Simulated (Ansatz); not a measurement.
`C[SiH2]N` + `OCO` → `N[SiH2]OCO` + CH₄  (ligand exchange at the Si–C bond)

Gas-phase electronic energies from Ansatz, PBE0-D4/def2-TZVP geometries. CCSD(T)/CBS adds triple-zeta CCSD(T) − MP2 to the extrapolated MP2 energy (def2 sets, frozen cores). This one scheme is used for every species. DFT in def2-TZVPP. One conformer a species, not always the lowest.

Problem. Is it downhill or uphill in electronic energy at CCSD(T)/CBS, and by how much? (Estimate.)

Solution. Ansatz gave: Downhill: ΔE = -1.13 eV.

Problem. What do these levels give: r2SCAN-D4, PBE0-D4, PBE0, MP2/def2-TZVPP, HF/def2-QZVPP, SCS-MP2/def2-QZVPP? (Best estimate.)

Solution. Ansatz gave: r2SCAN-D4 -1.14, PBE0-D4 -1.05, PBE0 -1.03, MP2/def2-TZVPP -1.16, HF/def2-QZVPP -1.24, SCS-MP2/def2-QZVPP -1.18 eV.

Largest T1 diagnostic among the species: 0.011.

The D4 term adds −0.03 eV with B3LYP and −0.02 eV with PBE0; it sums over pairs of atoms, weighted by their polarisabilities, and B3LYP, whose exchange is more repulsive, gets the larger term. In def2-TZVPP, CCSD(T) changes the Hartree–Fock value by +0.09 eV (the triples alone add +0.00 eV) and MP2 by +0.07 eV.

B3LYP here is the variant with VWN-RPA as its local correlation; programs differ in this.
